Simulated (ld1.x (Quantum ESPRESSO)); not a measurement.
## Configuration tests for zirconium (PAW)

ld1.x (Quantum ESPRESSO) 7.5 input, shortened:

```
&input
   title='Zr', zed=40., rel=2, dft='PZ', iswitch=3,
   config='[Kr] 4d2 5s1.5 5p0', rel_dist='average'
 /
 &inputp
   pseudotype=3, lpaw=.true., tm=.true., lloc=-1, rcloc=1.60,
   nlcc=.true., new_core_ps=.true., rcore=1.15,
   which_augfun='PSQ', rmatch_augfun_nc=.true.
 /
6
5S  1  0   1.50   0.00  2.35  3.15  0.0
5S  1  0   0.00   2.05  2.35  3.15  0.0
5P  2  1   0.00   0.00  1.45  1.65  0.0
5P  2  1   0.00   0.50  1.45  1.65  0.0
4D  3  2   2.00   0.00  2.45  2.95  0.0
4D  3  2   0.00  -0.05  2.45  2.95  0.0
 &test
   configts(1)='4d2 5s1.5 5p0'
 /
```

Open shells are filled in proportion to 2j + 1 (rel_dist='average').

Energies are relative to the spin-unpolarised reference configuration 4d2 5s1.5 5p0; without spin polarisation the order of configurations can differ from experiment. Not all tests gave a result: 1 of 7 tests not solved or not reliable. Left out of the table: 4d2 5s0 5p2 (solver errors, printed error -52.6 eV).

Problem. Give the all-electron excitation energy and the error of the potential for: 4d2 5s2 5p0; 4d2 5s1 5p0; 4d2 5s0 5p0; 4d3 5s1 5p0; 4d3 5s0 5p0; 4d1 5s0 5p0.

Solution.

```tsv
valence configuration	charge	ΔE all-electron (eV)	error AE − PS (meV)
4d2 5s2 5p0	0	-2.971	-0.2
4d2 5s1 5p0	+1	4.380	-0.7
4d2 5s0 5p0	+2	17.622	-17
4d3 5s1 5p0	0	-1.747	-38
4d3 5s0 5p0	+1	4.839	-47
4d1 5s0 5p0	+3	40.439	-379
```

The ghost test of this file was not conclusive. The 5p radius (1.65 bohr) lies inside the outermost node of the all-electron wave (1.69 bohr), which a nodeless pseudo-wave cannot match soundly.
